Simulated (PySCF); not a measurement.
# C₆ coefficients of unlike pairs at UHF

Calculated with PySCF 2.14 from the dipole response of each species, C₆(A,B) = (3/π) ∫ α_A(iu) α_B(iu) du, in atomic units, from isotropic polarisabilities. For ions this is the dispersion term alone; charge-induced terms of lower order in 1/R come first.

```json
{"species": "P", "configuration": "[Ne] 3s2 3p3 (4S)", "basis": "def2-QZVPPD (10s6p5d2f1g)", "relativity": "none", "α (bohr³)": "25.38", "C₆ (like pair)": "187.2"}
{"species": "Se", "configuration": "[Ar] 3d10 4s2 4p4 (3P)", "basis": "aug-cc-pwCVDZ-PP with ECP10MDF (6s5p4d1f)", "relativity": "core potential", "α (bohr³)": "23.87", "C₆ (like pair)": "199.3"}
{"species": "Fe", "configuration": "[Ar] 3d6 4s2 (5D)", "basis": "def2-TZVPPD (6s6p4d2f1g)", "relativity": "none", "α (bohr³)": "84.58", "C₆ (like pair)": "799.6"}
{"species": "Se²⁺", "configuration": "[Ar] 3d10 4s2 4p2 (3P)", "basis": "x2c-TZVPPall with one added diffuse shell each of s, p, d type (7s6p5d1f)", "relativity": "spin-free X2C", "α (bohr³)": "9.583", "C₆ (like pair)": "44.31"}
```

Estimate C₆ for Fe with P.

The integral gives 355.7. The combination rule 2 C_A C_B / (C_A α_B/α_A + C_B α_A/α_B) gives 346.6 and the geometric mean 386.9.

No spin-orbit coupling is included.

The other pairs:

| pair | C₆ |
| --- | --- |
| Se, P | 192.3 |
| Se²⁺, P | 88.56 |
| Se²⁺, Se | 93.04 |
| Se²⁺, Fe | 155.1 |
| Fe, Se | 353.6 |
